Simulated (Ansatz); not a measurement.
Geometry optimisation, RKS B3LYP/def2-SVP in Ansatz.

Input file:

```yaml
crystal:
  periodic: [false, false, false]
  atoms:
    - { symbol: C, position_ang: [-0.0906, -2.1897, 0.1875] }
    - { symbol: C, position_ang: [-0.5505, -0.681, 0.0553] }
    - { symbol: F, position_ang: [-1.3499, -0.5149, -1.0966] }
    - { symbol: F, position_ang: [-1.2278, -0.3186, 1.1593] }
    - { symbol: C, position_ang: [0.6891, 0.2163, -0.0449] }
    - { symbol: Sn, position_ang: [0.1221, 2.3086, -0.1973] }
    - { symbol: H, position_ang: [-1.0195, -2.7803, 0.2389] }
    - { symbol: H, position_ang: [0.493, -2.4378, -0.7176] }
    - { symbol: H, position_ang: [0.4707, -2.2875, 1.1355] }
    - { symbol: H, position_ang: [1.3122, 0.107, 0.9086] }
    - { symbol: H, position_ang: [1.2877, -0.0441, -0.8948] }
    - { symbol: H, position_ang: [1.5825, 3.2905, -0.2713] }
    - { symbol: H, position_ang: [-0.8872, 2.5398, -1.6584] }
    - { symbol: H, position_ang: [-0.8447, 2.7624, 1.2246] }
basis:
  gaussian: { orbitals: def2-SVP }
hamiltonian:
  xc: b3lyp
relax:
  f_tol: 0.015
  max_steps: 40
```

Launched with:

```bash
$ ansatz run input.yaml --threads 2 --pin off --max-ram 3072MiB --backend cpu --events-out ev --progress --plain --runs-dir out
```

Problem. Where does it end, and by what steps?

Solution. The run converged. After 5 steps the energy has fallen by 0.349 eV; F3 moved furthest, 0.10 Å.

```tsv
step	energy less start (eV)	largest force component (eV/Å)	accepted
0	0.0000	2.176	yes
1	-0.2412	1.014	yes
2	-0.3339	0.575	yes
3	-0.3479	0.203	yes
4	-0.3487	0.073	yes
5	-0.3489	0.007	yes
```

```xyz
14
Properties=species:S:1:pos:R:3
C -0.123 -2.187 0.185
C -0.478 -0.718 0.069
F -1.284 -0.556 -1.036
F -1.257 -0.376 1.152
C 0.686 0.247 -0.025
Sn 0.074 2.347 -0.197
H -1.048 -2.778 0.244
H 0.453 -2.511 -0.693
H 0.474 -2.364 1.091
H 1.319 0.150 0.869
H 1.301 0.000 -0.902
H 1.528 3.269 -0.276
H -0.832 2.607 -1.631
H -0.828 2.840 1.178
```

Time of the run: 31 s on 2 threads of Arm Neoverse V2, with other jobs on the host, peak memory 0.42 GiB.
